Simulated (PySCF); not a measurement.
## Spinor energies of I⁺ (iodine, charge +1)

Start: [Kr] 4d10 5s1 5p4 6s1; 5s1/2 filled at m_j = +1/2; 5p1/2 filled at m_j = +1/2; 5p3/2 filled at m_j = -1/2, +1/2, +3/2; 6s1/2 filled at m_j = +1/2. Calculated with PySCF 2.14 in x2c-SVPall-2c with one added diffuse shell each of s, p type (7s9p4d, 54 functions): generalised Hartree-Fock with the X2C-1e Hamiltonian and a Gaussian nucleus; one run each with spin-orbit coupling (SO) switched off, then screened by Boettger's factors. This is a chosen level, not necessarily the ground level.

```tsv
spinor shell	electrons	ε, spin-free (eV)	ε, screened SO (eV)	weight of nominal j (screened SO)	rms radius, screened SO (bohr)
1s1/2	2	-33345.8	-33342.0	1.000	0.0312
2s1/2	2	-5264.9	-5263.8	1.000	0.127
2p1/2	2	-4721.6	-4929.5	1.000	0.109
2p3/2	4	-4721.6	-4627.5	1.000	0.115
3s1/2	2	-1118.5	-1118.1	1.000	0.334
3p1/2	2	-938.06	-978.18	1.000	0.327
3p3/2	4	-938.06	-919.58	1.000	0.338
3d3/2	4	-667.85	-674.72	1.000	0.311
3d5/2	6	-667.85	-662.76	1.000	0.314
4s1/2	2	-227.03	-226.83	1.000	0.788
4p1/2	2	-167.95	-175.73	0.999	0.827
4p3/2	4	-167.95	-164.19	0.999	0.852
4d3/2	4	-78.518	-79.518	0.952	0.993
4d5/2	6	-78.518	-77.595	0.968	0.994
5s1/2	1	-40.619	-40.480	1.000	2.01
5p3/2	3	-23.880	-25.228	0.596	2.36
5p1/2	1	-23.880	-20.166	0.564	2.46
6s1/2	1	-8.714	-8.703	1.000	5.03
```

```csv
quantity,spin-free,screened SO
E (hartree),-7109.82488,-7111.93162
M_J,3,3
⟨J²⟩,12.009,12.010
⟨L²⟩,2.003,2.086
⟨S²⟩,6.006,5.963
```

Each row is a mean over spinors that exchange with the open shell spreads, by up to 1.336 eV (4s1/2).

Rows whose weight is well below 1 are mixtures of j = l ± 1/2: exchange outweighs spin-orbit coupling there, and the label is only the starting occupation.

Breit and QED terms are absent; they matter most for the inner s and p1/2 levels.

Densities and radii are taken from the X2C orbitals without a picture-change correction, which distorts them close to the nucleus.

Without spin-orbit coupling the j labels of p, d and f shells carry no meaning; the spin-free column gives the mean over the occupied spinors of each nl shell.
